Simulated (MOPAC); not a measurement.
MOPAC input (MNDO):

```
MNDO 1SCF GEO-OK AUX(PRECISION=9) THREADS=1
CH7BO2Si

C     2.20953200 1    0.44407100 1    0.27924700 1
Si    0.83028300 1   -0.77653100 1   -0.13866800 1
B    -0.98839900 1    0.13118700 1   -0.03974800 1
O    -1.15906800 1    1.45339400 1    0.28895500 1
O    -2.10598000 1   -0.59695500 1   -0.31101100 1
H     2.21815200 1    1.28439000 1   -0.41934500 1
H     3.18941300 1   -0.03331100 1    0.22896700 1
H     2.09085400 1    0.84309700 1    1.28966000 1
H     1.05869700 1   -1.32305300 1   -1.50183800 1
H     0.88654300 1   -1.91984300 1    0.80936400 1
H    -0.34322100 1    1.92711100 1    0.47204600 1
H    -2.91921700 1   -0.07883300 1   -0.23779900 1
```

Output:

```
 *******************************************************************************
 **                                                                           **
 **                              MOPAC v23.2.5                                **
 **                                                                           **
 *******************************************************************************
 ** MOPAC's Digital Object Identifier: https://doi.org/10.5281/zenodo.6511958 **
 **                                                                           **
 ** Please cite the open-source release paper for use of this MOPAC version:  **
 ** J. E. Moussa and J. J. P. Stewart (2026)                                  **
 ** MOPAC: An open-source semiempirical molecular orbital program             **
 ** J. Open Source Softw., 11(119), 8025, https://doi.org/10.21105/joss.08025 **
 *******************************************************************************

                              MNDO CALCULATION RESULTS

 *******************************************************************************
 *  MNDO       - The MNDO Hamiltonian to be used
 *  GEO-OK     - OVERRIDE INTERATOMIC DISTANCE AND OTHER SAFETY CHECKS
 *  1SCF       - DO 1 SCF AND THEN STOP
 *  AUX        - OUTPUT AUXILIARY INFORMATION
 *******************************************************************************
MNDO 1SCF GEO-OK AUX(PRECISION=9) THREADS=1
 CH7BO2Si

   ATOM   CHEMICAL          X               Y               Z
  NUMBER   SYMBOL      (ANGSTROMS)     (ANGSTROMS)     (ANGSTROMS)

     1       C          2.20953200  *   0.44407100  *   0.27924700  *
     2      Si          0.83028300  *  -0.77653100  *  -0.13866800  *
     3       B         -0.98839900  *   0.13118700  *  -0.03974800  *
     4       O         -1.15906800  *   1.45339400  *   0.28895500  *
     5       O         -2.10598000  *  -0.59695500  *  -0.31101100  *
     6       H          2.21815200  *   1.28439000  *  -0.41934500  *
     7       H          3.18941300  *  -0.03331100  *   0.22896700  *
     8       H          2.09085400  *   0.84309700  *   1.28966000  *
     9       H          1.05869700  *  -1.32305300  *  -1.50183800  *
    10       H          0.88654300  *  -1.91984300  *   0.80936400  *
    11       H         -0.34322100  *   1.92711100  *   0.47204600  *
    12       H         -2.91921700  *  -0.07883300  *  -0.23779900  *

          CARTESIAN COORDINATES

    NO.       ATOM           X           Y           Z

     1         C          2.2095      0.4441      0.2792
     2        Si          0.8303     -0.7765     -0.1387
     3         B         -0.9884      0.1312     -0.0397
     4         O         -1.1591      1.4534      0.2890
     5         O         -2.1060     -0.5970     -0.3110
     6         H          2.2182      1.2844     -0.4193
     7         H          3.1894     -0.0333      0.2290
     8         H          2.0909      0.8431      1.2897
     9         H          1.0587     -1.3231     -1.5018
    10         H          0.8865     -1.9198      0.8094
    11         H         -0.3432      1.9271      0.4720
    12         H         -2.9192     -0.0788     -0.2378

  H: (MNDO): M.J.S. DEWAR, W. THIEL, J. AM. CHEM. SOC., 99, 4899, (1977)
  B: (MNDO): M.J.S. DEWAR, M.L. MCKEE, J. AM. CHEM. SOC., 99, 5231, (1977)
  C: (MNDO): M.J.S. DEWAR, W. THIEL, J. AM. CHEM. SOC., 99, 4899, (1977)
  O: (MNDO): M.J.S. DEWAR, W. THIEL, J. AM. CHEM. SOC., 99, 4899, (1977)
 Si: (MNDO): M.J.S.DEWAR, ET. AL. ORGANOMETALLICS  5, 375 (1986)

           Empirical Formula: C H7 O2 Si B  =    12 atoms

      MOLECULAR POINT GROUP   :   Cs

      RHF CALCULATION, NO. OF DOUBLY OCCUPIED LEVELS = 15

 -------------------------------------------------------------------------------
 MNDO 1SCF GEO-OK AUX(PRECISION=9) THREADS=1
 CH7BO2Si

     1SCF WAS SPECIFIED, SO BFGS WAS NOT USED
     SCF FIELD WAS ACHIEVED

                              MNDO CALCULATION
                                                       MOPAC v23.2.5 Linux

          FINAL HEAT OF FORMATION =       -163.60761 KCAL/MOL =    -684.53424 KJ/MOL

          COSMO AREA              =        132.65 SQUARE ANGSTROMS
          COSMO VOLUME            =        123.91 CUBIC ANGSTROMS

          IONIZATION POTENTIAL    =         10.691441 EV
          HOMO LUMO ENERGIES (EV) =        -10.691  1.162
          NO. OF FILLED LEVELS    =         15
          MOLECULAR WEIGHT        =         89.9606         POINT GROUP:  Cs

          MOLECULAR DIMENSIONS (Angstroms)

            Atom       Atom       Distance
            H    12    H     7     6.12661
            H    11    H     9     3.86378
            H    10    H     6     2.83486

          SCF CALCULATIONS        =          1

   ATOM   CHEMICAL          X               Y               Z
  NUMBER   SYMBOL      (ANGSTROMS)     (ANGSTROMS)     (ANGSTROMS)

     1       C          2.20953200  *   0.44407100  *   0.27924700  *
     2      Si          0.83028300  *  -0.77653100  *  -0.13866800  *
     3       B         -0.98839900  *   0.13118700  *  -0.03974800  *
     4       O         -1.15906800  *   1.45339400  *   0.28895500  *
     5       O         -2.10598000  *  -0.59695500  *  -0.31101100  *
     6       H          2.21815200  *   1.28439000  *  -0.41934500  *
     7       H          3.18941300  *  -0.03331100  *   0.22896700  *
     8       H          2.09085400  *   0.84309700  *   1.28966000  *
     9       H          1.05869700  *  -1.32305300  *  -1.50183800  *
    10       H          0.88654300  *  -1.91984300  *   0.80936400  *
    11       H         -0.34322100  *   1.92711100  *   0.47204600  *
    12       H         -2.91921700  *  -0.07883300  *  -0.23779900  *

                             CARTESIAN COORDINATES

   1    C        2.209532000     0.444071000     0.279247000
   2   Si        0.830283000    -0.776531000    -0.138668000
   3    B       -0.988399000     0.131187000    -0.039748000
   4    O       -1.159068000     1.453394000     0.288955000
   5    O       -2.105980000    -0.596955000    -0.311011000
   6    H        2.218152000     1.284390000    -0.419345000
   7    H        3.189413000    -0.033311000     0.228967000
   8    H        2.090854000     0.843097000     1.289660000
   9    H        1.058697000    -1.323053000    -1.501838000
  10    H        0.886543000    -1.919843000     0.809364000
  11    H       -0.343221000     1.927111000     0.472046000
  12    H       -2.919217000    -0.078833000    -0.237799000

           Empirical Formula: C H7 O2 Si B  =    12 atoms

      MOLECULAR POINT GROUP   :   Cs

                  EIGENVALUES
 -42.21824 -40.32667 -31.46908 -21.62433 -19.90938 -18.03066 -15.35281 -14.65719
 -14.27612 -14.16703 -14.05195 -12.10254 -11.55396 -11.44761 -10.69144   1.16220
   1.60772   2.11871   2.63480   2.64833   4.07304   4.08006   4.55975   5.18118
   5.83360   7.20057   7.96213

              NET ATOMIC CHARGES AND DIPOLE CONTRIBUTIONS

  ATOM NO.   TYPE          CHARGE      No. of ELECS.   s-Pop       p-Pop
    1          C          -0.341818        4.3418     1.26982     3.07200
    2         Si           1.394844        2.6052     1.04990     1.55526
    3          B          -0.283990        3.2840     1.31509     1.96890
    4          O          -0.282678        6.2827     1.77070     4.51198
    5          O          -0.219179        6.2192     1.78166     4.43751
    6          H          -0.000196        1.0002     1.00020
    7          H           0.009497        0.9905     0.99050
    8          H          -0.000196        1.0002     1.00020
    9          H          -0.333980        1.3340     1.33398
   10          H          -0.333980        1.3340     1.33398
   11          H           0.202751        0.7972     0.79725
   12          H           0.188925        0.8111     0.81108
 DIPOLE           X         Y         Z       TOTAL
 POINT-CHG.     1.112    -0.452    -0.034     1.200
 HYBRID        -0.165     1.451     0.362     1.504
 SUM            0.947     0.999     0.328     1.415

          ATOMIC ORBITAL ELECTRON POPULATIONS

     Atom    s        px        py        pz
    1  C   1.26982   1.07983   1.04429   0.94788
    2 Si   1.04990   0.50652   0.52705   0.52169
    3  B   1.31509   0.85475   0.66880   0.44535
    4  O   1.77070   1.41816   1.33548   1.75833
    5  O   1.78166   1.16875   1.51289   1.75587
    6  H   1.00020
    7  H   0.99050
    8  H   1.00020
    9  H   1.33398
   10  H   1.33398
   11  H   0.79725
   12  H   0.81108

 **********************
 *                    *
 * JOB ENDED NORMALLY *
 *                    *
 **********************

 == MOPAC DONE ==
```

The geometry given is a B3LYP-D3(BJ)/def2-TZVP minimum.
